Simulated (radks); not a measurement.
Question: All-electron atom: W+ in [Xe] 4f14 5d4 6s1 (the NIST ground configuration). Calculated with a radial shooting solver on a logarithmic mesh with Libxc functionals: Dirac Kohn-Sham, PBE, spin-unpolarised, spherical densities, point nucleus; open shells fill j = l - 1/2 first. Some entries of the table are withheld. Estimate them.

| orbital | occ. | eigenvalue (eV) | <r> (bohr) |
|---|---|---|---|
| 1s1/2 | 2 | -69406.84 | 0.01834 |
| 2s1/2 | 2 | -11976.67 | 0.07693 |
| 2p1/2 | 2 | (1) | 0.06365 |
| 2p3/2 | 4 | (2) | 0.07161 |
| 3s1/2 | 2 | -2763.428 | 0.2005 |
| 3p1/2 | 2 | -2530.044 | 0.1906 |
| 3p3/2 | 4 | -2237.496 | 0.2053 |
| 3d3/2 | 4 | (3) | (4) |
| 3d5/2 | 6 | (5) | (6) |
| 4s1/2 | 2 | -575.5531 | 0.4494 |
| 4p1/2 | 2 | (7) | (8) |
| 4p3/2 | 4 | (9) | (10) |
| 4d3/2 | 4 | -252.2699 | 0.5047 |
| 4d5/2 | 6 | -239.7804 | 0.5162 |
| 5s1/2 | 2 | -85.8621 | 1.069 |
| 5p1/2 | 2 | -57.2971 | 1.179 |
| 5p3/2 | 4 | -47.5212 | 1.284 |
| 4f5/2 | 6 | -41.2685 | 0.6032 |
| 4f7/2 | 8 | -39.0319 | 0.6130 |
| 6s1/2 | 1 | -12.0489 | 2.977 |
| 5d3/2 | 4 | (11) | 1.940 |
| 5d5/2 | 0 | (12) | 2.015 |

Answer: 
(1) 2p1/2 eigenvalue (eV): -11451.97
(2) 2p3/2 eigenvalue (eV): -10099.08
(3) 3d3/2 eigenvalue (eV): -1845.128
(4) 3d3/2 <r> (bohr): 0.1797
(5) 3d5/2 eigenvalue (eV): -1781.520
(6) 3d5/2 <r> (bohr): 0.1842
(7) 4p1/2 eigenvalue (eV): -478.8039
(8) 4p1/2 <r> (bohr): 0.4546
(9) 4p3/2 eigenvalue (eV): -411.0100
(10) 4p3/2 <r> (bohr): 0.4878
(11) 5d3/2 eigenvalue (eV): -11.9058
(12) 5d5/2 eigenvalue (eV): -11.1418
